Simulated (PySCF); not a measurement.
Cl$_{4}$Ga, charge -1, singlet, at a GFN2-xTB geometry (such geometries of metal compounds can be far from the true shape).

The PySCF input:
```python
from pyscf import gto, scf, dft

mol = gto.M(
    atom='''
Ga    0.000000    0.000000   -0.000000
Cl    1.712787   -0.599084   -1.193301
Cl    0.655374    0.491900    2.011226
Cl   -0.937679    1.739129   -0.901498
Cl   -1.430483   -1.631945    0.083574
''',
    basis='6-31g',
    charge=-1,
    spin=0,
    verbose=4,
)

mf = dft.RKS(mol)
mf.xc = 'pbe'
mf.disp = 'd3zero'
mf.kernel()
mf.analyze()
```

Problem. What does this run give for the HOMO-LUMO gap, total energy, number of basis functions, nuclear repulsion energy, HOMO energy?

Solution. 
The HOMO-LUMO gap is 5.78 eV and the total energy comes out as -3764.4683 Eh. The number of basis functions is 79 and the nuclear repulsion energy is 772.3782 Eh. The HOMO energy is -3.11 eV.
